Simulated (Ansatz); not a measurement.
Reactions of `N=C(O)[SiH3]`.

Isolated molecules relaxed with PBE0-D4/def2-TZVP in Ansatz; ΔE leaves out vibrations. CCSD(T)/CBS is the MP2 limit (def2-TZVPP, def2-QZVPP) plus CCSD(T) − MP2 in def2-TZVPP, frozen cores. This one scheme is used for every species, atoms too. No spin–orbit coupling; open shells (•) take unrestricted orbitals. Spin–orbit coupling would lower the free atoms: a little for C, O, Si. For Ge outer-core shells are correlated without core-valence functions, so the limit isn't a true one: a few kJ/mol of doubt a bond, and 10 to 20 or more in all where bonds break to atoms. Scalar relativity is left out up to krypton. Each species was taken in one conformer, which may not be the lowest.

```tsv
reaction	CCSD/CBS(def2) (kJ/mol)
`N=C(O)[SiH3]` + CH₄ → `CC(=N)O` + SiH₄	8
`N=C(O)[SiH3]` → `N=CO` + `[SiH2]`	218
`N=C(O)[SiH3]` + `OB(O)F` → `OB(F)O[SiH3]` + `N=CO`	-104
`N=C(O)[SiH3]` + `[SiH3]S` → `N=C([SiH3])S[SiH3]` + H₂O	19
`N=C(O)[SiH3]` → `NC1O[SiH2]1`	16
`N=C(O)[SiH3]` → C• + 5 H• + N• + O• + Si•	3141
`N=C(O)[SiH3]` + `O[SiH2]F` → `F[SiH2]O[SiH3]` + `N=CO`	-119
`N=C(O)[SiH3]` → `N=C[SiH2]O`	-106
`N=C(O)[SiH3]` + `[OH][Ge][F]` → `[F][Ge][O][SiH3]` + `N=CO`	-112
`N=C(O)[SiH3]` + H₂ → `N=C[SiH3]` + H₂O	-29
```

(1) Give the CCSD(T)/CBS values in the same order. (Estimate.)

Largest T1 diagnostic: 0.015, for `[OH][Ge][F]`.

Results:

(1) The calculation gave: 11, 224, -100, 13, 16, 3199, -115, -103, -108, -23 kJ/mol.
